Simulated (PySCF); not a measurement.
## How the method changes the constants of HgC⁺

State: ²Π (doublet), unpaired electrons π ↑. Set-up: Hg cc-pVDZ-PP with ECP60, C cc-pVDZ; scalar-relativistic core potentials (PySCF 2.14). De refers to Hg⁺ + C in their high-spin ground configurations, without counterpoise correction. The functionals are run spin-unrestricted. A positive dipole points towards C; it is taken about the centre of mass and depends on that origin. Levels whose curve was spin-contaminated or gave no clean fit are not listed.

| Level | Re (Å) | ωe (cm⁻¹) | De (eV) | μ (D) | CPU s a point (SCF and correlation, without the integrals) |
| --- | --- | --- | --- | --- | --- |
| UHF | 2.274 | 375 | -0.063 | 0.65 | 0.38 |
| PBE | 2.136 | 413 | 2.55 | 1.33 | 0.68 |
| PBEsol | 2.097 | 443 | 2.78 | 1.25 | 0.57 |
| BLYP | 2.183 | 378 | 2.45 | 1.62 | 0.48 |
| r²SCAN | 2.132 | 421 | 2.20 | 1.18 | 1.1 |
| PBE0 | 2.155 | 412 | 2.01 | 1.08 | 1 |
| r²SCAN0 | 2.157 | 402 | 1.80 | 1.12 | 1.2 |
| ωB97X | 2.181 | 389 | 1.81 | 0.90 | 0.9 |

What does a quarter of exact exchange do here, going from PBE to PBE0?

PBE0 less PBE: +1.9 pm in Re, -0.2 % in ωe, -0.54 eV in De. Exact exchange removes part of the self-interaction that spreads semilocal densities, and in most molecules shortens and stiffens the bond and lowers De; here Re goes the other way.

What does the step from GGA to meta-GGA do here, going from PBE to r²SCAN?

r²SCAN less PBE: -0.4 pm in Re, +1.9 % in ωe, -0.35 eV in De. 

What does a quarter of exact exchange do here, going from r²SCAN to r²SCAN0?

r²SCAN0 less r²SCAN: +2.5 pm in Re, -4.5 % in ωe, -0.40 eV in De. Exact exchange removes part of the self-interaction that spreads semilocal densities, and in most molecules shortens and stiffens the bond and lowers De; here Re and ωe go the other way.

Spin–orbit coupling is left out, which matters for elements this heavy, above all for dissociation energies. For an ion De counts to the pair picked by the measured ionisation energies or electron affinities, which need not be the lowest pair at this level. A negative De means that the minimum lies above the separated atoms at that level. The state is the lowest determinant that a PBE0 search found; another state may lie lower at other levels.

The whole job (state search and all levels along the bond) took about 2.2 min on 1 thread of Arm Neoverse V1 (shared host), peak memory 0.73 GiB.
